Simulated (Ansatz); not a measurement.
Computed with Ansatz on PBE0-D4/def2-TZVP structures; ΔE is electronic, products minus reactants. CBS: MP2 limit from def2 TZ/QZ plus the TZ coupled-cluster correction, frozen cores. This one scheme is used for every species. For Ge outer-core shells are correlated without core-valence functions, which leaves a few kJ/mol of doubt a bond. Scalar relativity is left out up to krypton. One conformer a species, not always the lowest.

Reaction (hydrogenolysis of a B–Si bond): `N[B]([SiH3])[GeH3]` + H₂ → `N[BH][GeH3]` + SiH₄

`N[B]([SiH3])[GeH3]`:

Cartesian coordinates in Å:
```
N 0.192 -1.563 -0.746
B 0.066 -0.318 -0.149
Si 1.713 0.658 0.487
Ge -1.833 0.478 0.057
H -0.590 -2.101 -1.085
H 1.079 -2.023 -0.886
H 1.643 0.921 1.953
H 1.847 1.978 -0.192
H 2.963 -0.119 0.223
H -2.193 0.737 1.533
H -2.910 -0.474 -0.517
H -1.977 1.825 -0.677
```

H₂:

Cartesian coordinates in Å:
```
H 0.029 -0.137 -0.346
H -0.029 0.137 0.346
```

`N[BH][GeH3]`:

Z-matrix (Å, degrees):
```
Ge
B 1 2.064
H 1 1.542 2 112.0
H 1 1.546 2 112.0 3 -120.2
H 1 1.542 2 112.0 3 119.6
N 2 1.384 1 120.3 3 119.8
H 2 1.198 1 121.6 3 -60.2
H 6 1.008 2 123.0 1 -180.0
H 6 1.007 2 123.6 1 0.0
```

SiH₄:

Cartesian coordinates in Å:
```
Si 0.000 0.000 0.000
H -0.153 -0.849 -1.208
H 1.443 0.203 0.282
H -0.641 -0.669 1.160
H -0.649 1.315 -0.234
```

| species | CCSD(T)/CBS(def2) energy (Eh) |
| --- | --- |
| `N[B]([SiH3])[GeH3]` | -2449.52156 |
| H₂ | -1.17544 |
| `N[BH][GeH3]` | -2159.24602 |
| SiH₄ | -291.46306 |

(1) Work out ΔE.

Largest T1 diagnostic among the species: 0.013.

Results:

(1) ΔE = (-2159.24602) + (-291.46306) − (-2449.52156) − (-1.17544) = -0.01208 Eh = -31.7 kJ/mol.

In def2-TZVPP, CCSD(T) changes the Hartree–Fock value by +32.7 kJ/mol (the triples alone add +6.0 kJ/mol) and MP2 by +34.2 kJ/mol. From PBE to PBE0 (25 % exact exchange), in def2-TZVPP and without D4, ΔE moves by −5.9 kJ/mol. The D4 term adds +11.8 kJ/mol with B3LYP and +6.6 kJ/mol with PBE0; it sums over pairs of atoms, weighted by their polarisabilities, and B3LYP, whose exchange is more repulsive, gets the larger term.

B3LYP here is the variant with VWN-RPA as its local correlation; programs differ in this.
